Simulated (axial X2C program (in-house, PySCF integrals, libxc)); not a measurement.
## Worked dissociation energy of AlTe⁻: PBE0, scalar-relativistic

Calculated with an in-house relativistic program for diatomic molecules. Spin-free means the one-electron spin-free X2C Hamiltonian. Basis: Te dyall-acv3z [12s13p9d5f1g], Al dyall-av3z [9s9p3d2f] (cores contracted in-house); Gaussian nuclei, density fitting, unrestricted open shells. Masses: Te 129.906 u, Al 26.982 u.

Molecular state: M_S = 0, Λ = 0 (closed shell).

* E(Te-) (2M_S = 1, M_L = 0): -6793.516170 hartree
* E(Al) (2M_S = 1, M_L = 0): -242.696931 hartree
* E(AlTe⁻) at Re: -7036.348012 hartree
* ωe: 366.9 cm⁻¹
* ωexe: 1.01 cm⁻¹

Work out De and D0.

De = -6793.516170 + (-242.696931) − (-7036.348012) = 0.13491 hartree = 3.671 eV. The zero-point energy is ωe/2 − ωexe/4 = 183 cm⁻¹ = 0.023 eV, so D0 = 3.648 eV.

Occupations by symmetry block were frozen at the best pattern of an incomplete PBE0 search. The closed shell is kept restricted, so the energy runs too high when the bond is stretched far. Dissociation energies refer to the lowest single-determinant-based atoms at the same level and basis. Spin-free De lacks the spin–orbit lowering of the heavy p-block atom, a tenth of an eV or more for 4p and 5p, up to an eV for 6p and one to two eV for 7p atoms, less what an open-shell molecule gains itself.

Each atomic determinant is the lowest at this level and need not be a pure term. Totals compare only within one Hamiltonian and basis.
